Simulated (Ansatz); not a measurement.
Geometry optimisation, Ansatz, RKS PBE0/def2-SVP.

input.yaml

```yaml
crystal:
  periodic: [false, false, false]
  atoms:
    - { symbol: S, position_ang: [-2.14422, -0.12475, 0.38467] }
    - { symbol: O, position_ang: [-0.62802, -0.75544, 0.49027] }
    - { symbol: Sn, position_ang: [1.06009, 0.24195, 0.04933] }
    - { symbol: H, position_ang: [-2.48527, -0.67183, -0.7949] }
    - { symbol: H, position_ang: [1.00691, 0.58461, -1.59144] }
    - { symbol: H, position_ang: [1.04083, 1.64723, 0.95035] }
    - { symbol: H, position_ang: [2.14968, -0.92177, 0.51174] }
basis:
  gaussian: { orbitals: def2-SVP }
hamiltonian:
  xc: pbe0
relax:
  f_tol: 0.015
  max_steps: 40
```

Run as:

```bash
$ ansatz run input.yaml --threads 1 --pin off --max-ram 2048MiB --backend cpu --events-out ev --progress --plain --runs-dir out
```

Where does it end, and by what steps?

The forces met the threshold. After 6 steps the energy has fallen by 0.086 eV; H4 moved furthest, 0.20 Å.

```
step  energy less start (eV)  largest force component (eV/Å)  accepted
   0                  0.0000                           0.668       yes
   1                 -0.0617                           0.305       yes
   2                 -0.0781                           0.166       yes
   3                 -0.0843                           0.090       yes
   4                 -0.0858                           0.055       yes
   5                 -0.0860                           0.034       yes
   6                 -0.0861                           0.003       yes
```

```xyz
7
Properties=species:S:1:pos:R:3
S -2.099 -0.084 0.369
O -0.640 -0.859 0.594
Sn 0.999 0.197 0.070
H -2.392 -0.525 -0.884
H 0.872 0.478 -1.615
H 0.976 1.643 0.981
H 2.284 -0.850 0.485
```

Run time: 28 s on 1 thread of Arm Neoverse V1 (shared host), peak memory 0.16 GiB.
